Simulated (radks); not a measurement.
Results of a calculation; reference values are marked as such.
Neutral terbium inside a hard spherical wall (all orbitals vanish at R), configuration held at [Xe] 4f9 6s2 and not refilled when levels cross. Code: a radial shooting solver on a logarithmic mesh with Libxc functionals. Model: scalar-relativistic Kohn-Sham, PBE, spin-polarised, spherical densities, finite nucleus; open shells are filled with parallel spins first (spin-orbit coupling, left out, can overturn this in heavy ions); Fermi nuclear charge, rms radius 5.06 fm. Eigenvalues in eV for spin up, with the zero of energy where the potential of the charges vanishes at infinity; a dash marks a level that is unbound or too diffuse for the functional's potential to be trusted. A positive occupied level is held by the wall or, in an anion where self-interaction has pushed it up, behind a barrier. The pressure on the wall is -dE/dV.

R (bohr)	E (hartree)	kinetic (hartree)	e(5s)	e(5p)	e(4f)	e(6s)	e(5d, empty)	e(6p, empty)	pressure (GPa)
free	-11708.1829	12599.446	-48.408	-25.522	-4.467	-3.781	-1.477	-1.198	0
20	-11708.1829	12599.446	-48.407	-25.521	-4.467	-3.781	-1.477	-1.198	< 0.0001
15	-11708.1829	12599.447	-48.404	-25.518	-4.464	-3.779	-1.474	-1.182	0.000220
10	-11708.1801	12599.471	-48.224	-25.340	-4.285	-3.640	-1.305	-0.827	0.0629
6	-11708.0674	12599.999	-46.035	-23.213	-2.101	-1.064	0.891	3.545	7.04
3.5	-11706.4850	12605.960	-37.008	-14.534	8.016	21.360	12.830	34.373	437
2	-11686.5479	12672.391	12.857	42.757	61.816	192.29	90.151	227.69	27100
